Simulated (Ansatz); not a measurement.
`C[CH2][SnH2][SiH3]`, relaxed with RKS PBE-D4/def2-SVP in Ansatz from a rough embedded geometry. The force threshold is 0.03 eV/Å; the program also tests the step.

The species carries charge 0 and has multiplicity 1. Sn takes the def2 core potential.

Start:

```xyz
14

C     0.662   -1.684   -0.549
C     1.363   -0.390   -0.504
Sn   -0.099    1.174   -0.564
Si   -1.553    1.070    1.395
H     0.056   -1.837   -1.422
H     0.018   -1.834    0.382
H     1.442   -2.532   -0.486
H     2.004   -0.257    0.425
H     2.063   -0.331   -1.418
H     0.749    2.732   -0.580
H    -1.022    1.029   -2.071
H    -0.789    1.137    2.621
H    -2.288   -0.335    1.418
H    -2.605    2.058    1.353
```

| step | energy (eV) | largest force (eV/Å) | largest move (Å) |
| --- | --- | --- | --- |
| 1 | -15933.5396 | 2.609 | 0.000 |
| 2 | -15933.9099 | 1.102 | 0.190 |
| 3 | -15933.9938 | 0.302 | 0.119 |
| 4 | -15934.0031 | 0.108 | 0.036 |
| 5 | -15934.0045 | 0.025 | 0.042 |

End:

```xyz
14

C     0.738   -1.802   -0.547
C     1.386   -0.417   -0.545
Sn   -0.067    1.222   -0.594
Si   -1.652    1.081    1.450
H     0.108   -1.962   -1.447
H     0.088   -1.963    0.339
H     1.501   -2.610   -0.536
H     2.016   -0.261    0.354
H     2.044   -0.272   -1.427
H     0.764    2.746   -0.610
H    -0.993    1.100   -2.058
H    -0.873    1.214    2.733
H    -2.365   -0.246    1.471
H    -2.692    2.169    1.417
```

It took 13 s on 2 threads of an AMD EPYC 7R13 on a shared host, with 0.18 GiB of host memory at the peak.
